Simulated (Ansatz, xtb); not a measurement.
## Two isomers of C5H9NS2

Structure I is `[H]/N=C\[C@@H]1CCSSC1`, a singlet and structure II is `CCCSSCC#N`, a singlet. Both are isolated molecules in the gas phase, relaxed with PBE0-D3(BJ)/def2-SVP; each stands in its lowest conformer found.

**Question.** Estimate which is lower in electronic energy at CCSD(T)/def2-SVP + ΔMP2/def2-TZVPP, and by roughly how much.

**Answer.** The CCSD(T)/def2-SVP + ΔMP2/def2-TZVPP calculation puts structure II lower, by 10.0 kJ/mol.

Level by level:

```json
{"level": "GFN2-xTB", "geometry": "GFN2-xTB", "E(II) − E(I) (kJ/mol)": "+32.3", "departure from the last row (kJ/mol)": "+42.2", "job, with rough time for the two": "optimisation, 0.26 s"}
{"level": "HF/STO-3G", "geometry": "GFN2-xTB", "E(II) − E(I) (kJ/mol)": "−24.3", "departure from the last row (kJ/mol)": "−14.3", "job, with rough time for the two": "single point, 0.5 s"}
{"level": "r2SCAN-D4/def2-SVP", "geometry": "GFN2-xTB", "E(II) − E(I) (kJ/mol)": "+9.8", "departure from the last row (kJ/mol)": "+19.7", "job, with rough time for the two": "single point, 5 s"}
{"level": "PBE0-D3(BJ)/def2-SVP", "geometry": "PBE0-D3(BJ)/def2-SVP", "E(II) − E(I) (kJ/mol)": "+21.8", "departure from the last row (kJ/mol)": "+31.8", "job, with rough time for the two": "optimisation, 66 s"}
{"level": "HF/def2-SVP", "geometry": "PBE0-D3(BJ)/def2-SVP", "E(II) − E(I) (kJ/mol)": "−31.8", "departure from the last row (kJ/mol)": "−21.8", "job, with rough time for the two": "part of the CCSD(T) run"}
{"level": "MP2/def2-SVP", "geometry": "PBE0-D3(BJ)/def2-SVP", "E(II) − E(I) (kJ/mol)": "−18.9", "departure from the last row (kJ/mol)": "−8.9", "job, with rough time for the two": "part of the CCSD(T) run"}
{"level": "CCSD(T)/def2-SVP", "geometry": "PBE0-D3(BJ)/def2-SVP", "E(II) − E(I) (kJ/mol)": "−12.2", "departure from the last row (kJ/mol)": "−2.2", "job, with rough time for the two": "single point"}
{"level": "CCSD(T)/def2-SVP + ΔMP2/def2-TZVPP", "geometry": "PBE0-D3(BJ)/def2-SVP", "E(II) − E(I) (kJ/mol)": "−10.0", "departure from the last row (kJ/mol)": "", "job, with rough time for the two": "single point, 2.4 min"}
```

As drawn, II has 1 C≡N, 1 C–H in place of 1 N–H, 1 C=N, 1 C–C. Structure I has a 6-membered ring, II no ring.

GFN2-xTB, r2SCAN-D4/def2-SVP, PBE0-D3(BJ)/def2-SVP put the two in the other order. The largest departure from CCSD(T)/def2-SVP + ΔMP2/def2-TZVPP is that of GFN2-xTB, 42.2 kJ/mol. The last row adds to CCSD(T) the change of the MP2 difference between the two basis sets, here +2.2 kJ/mol.

With thermal terms from frequencies at re-optimised GFN2-xTB minima (ideal gas, soft modes damped towards free rotors, one conformer each, 298.15 K, 1 atm): the zero-point term adds −8.3 kJ/mol; ΔH is −12.6 and ΔG −27.4 kJ/mol.

The correlated steps freeze 16 core orbitals. Mirror images aren't counted in ΔG. Run with Ansatz 0.2.0, xtb 6.7.1; the last row on 4 threads of Arm Neoverse V2 on a shared host.
